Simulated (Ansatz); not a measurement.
Basis-set extrapolation for CH₄ClNSi, SMILES `N=C([SiH3])Cl` (PBE0-D4/def2-TZVP geometry, frozen core, the Gaussian-basis code of Ansatz). Multiplicity 1, RHF reference.

```tsv
	def2-TZVPP	def2-QZVPP
HF	-843.116211	-843.142147
MP2 correlation	-0.675652	-0.728841
CCSD(T) correlation	-0.751158	not run
```

Energies in hartree. Use E(X) = E(∞) + A·exp(−7.88·√X) for Hartree–Fock and E(X) = E(∞) + B·X^(−2.97) for correlation, with X = 3 and 4, and add CCSD(T) minus MP2 of the smaller set to the MP2 limit.

Problem. What is the CCSD(T) energy at the basis-set limit?

Solution. HF limit: -843.142147 + (-0.025936) × 0.13774 = -843.14572. MP2 limit: -0.728841 + (-0.053189) × 0.74074 = -0.76824. Higher-order term: -0.751158 − (-0.675652) = -0.07551. Total: -843.98947 hartree, 320.6 kJ/mol below CCSD(T)/def2-TZVPP.
